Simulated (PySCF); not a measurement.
MoO3, SMILES [O]=[Mo](=[O])=[O], multiplicity 1.

Geometry optimised at PBE0-D3(BJ)/def2-TZVP. The multiplicity is an assumed one; other spin states were not compared. The isomer is the one that the SMILES or the coordinates give; other isomers of the formula were not compared. The def2 effective core potentials stand for the cores of Mo; spin–orbit coupling is left out.

The numbers are results of TDDFT-PBE0/def2-SVPD (PySCF), not measurements.

Vertical excitations; the highest root listed may be one member of a degenerate set.  State labels are in the subgroup Cs.

| state | symmetry | energy (eV) | λ (nm) | f | main pairs |
|---|---|---|---|---|---|
| S1 | A" | 2.69 | 460 | 0.000 | HOMO→LUMO 99 % |
| S2 | A' | 3.00 | 414 | 0.008 | HOMO−1→LUMO (degenerate set) |
| S3 | A" | 3.00 | 414 | 0.008 | HOMO−2→LUMO (degenerate set) |
| S4 | A' | 3.33 | 373 | 0.001 | HOMO−3→LUMO 99 % |
| S5 | A' | 4.55 | 273 | 0.000 | HOMO→LUMO+2, HOMO−1→LUMO+1, HOMO−2→LUMO+2 (degenerate set) |
| S6 | A" | 4.55 | 273 | 0.000 | HOMO→LUMO+1, HOMO−1→LUMO+2, HOMO−2→LUMO+1 (degenerate set) |
| S7 | A' | 4.88 | 254 | 0.007 | HOMO−2→LUMO+2 50 %, HOMO−1→LUMO+1 50 % |
| S8 | A" | 4.91 | 252 | 0.000 | HOMO−2→LUMO+1 50 %, HOMO−1→LUMO+2 50 % |
| S9 | A' | 5.03 | 246 | 0.001 | HOMO→LUMO+2, HOMO−1→LUMO+1, HOMO−2→LUMO+2, HOMO−3→LUMO+1 (degenerate set) |
| S10 | A" | 5.03 | 246 | 0.001 | HOMO→LUMO+1, HOMO−2→LUMO+1, HOMO−1→LUMO+2, HOMO−3→LUMO+2 (degenerate set) |
| T1 | A" | 2.55 | 485 | 0 | HOMO→LUMO 97 % |
| T2 | A' | 2.62 | 473 | 0 | HOMO−1→LUMO (degenerate set) |
| T3 | A" | 2.62 | 473 | 0 | HOMO−2→LUMO (degenerate set) |
| T4 | A' | 3.04 | 407 | 0 | HOMO−3→LUMO 96 % |
Triplets are in the Tamm–Dancoff approximation, which puts them higher than full response would, so one can lie above its singlet here.
